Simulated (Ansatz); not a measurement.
Compare A (`OC[B](Cl)[GeH3]`) with its isomer B (`ClBC[O][GeH3]`).

Calculated with Ansatz (gas phase, PBE0-D4/def2-TZVP geometries, no zero-point term in ΔE). CCSD(T)/CBS is the MP2 limit (def2-TZVPP, def2-QZVPP) plus CCSD(T) − MP2 in def2-TZVPP, frozen cores. Functionals use def2-TZVPP. B3LYP here is the variant with VWN-RPA as its local correlation; programs differ in this. For Ge outer-core shells are correlated without core-valence functions, which leaves a few kJ/mol of doubt a bond. Scalar relativity is left out up to krypton. One conformer a species, not always the lowest.

Question: Which isomer does CCSD(T)/CBS put lower? Give the gap. (Estimate.)

Answer: Computed: B, by 23.3 kJ/mol.

Question: Give E(B) − E(A) in kJ/mol with HF/def2-TZVPP, B3LYP-D4, CCSD(T)/def2-TZVPP, ωB97M-V, MP2/def2-TZVPP, B3LYP, B2PLYP. (An estimate is asked.)

Answer: Ansatz gave: HF/def2-TZVPP -49.6, B3LYP-D4 -27.6, CCSD(T)/def2-TZVPP -27.5, ωB97M-V -26.3, MP2/def2-TZVPP -31.1, B3LYP -29.4, B2PLYP -32.0. None reverses the order clearly.

Largest T1 diagnostic: 0.012.

In def2-TZVPP, CCSD(T) changes the Hartree–Fock value by +22.1 kJ/mol (the triples alone add +1.8 kJ/mol) and MP2 by +18.5 kJ/mol. From PBE to PBE0 (25 % exact exchange), in def2-TZVPP and without D4, E(B) − E(A) moves by −3.0 kJ/mol.
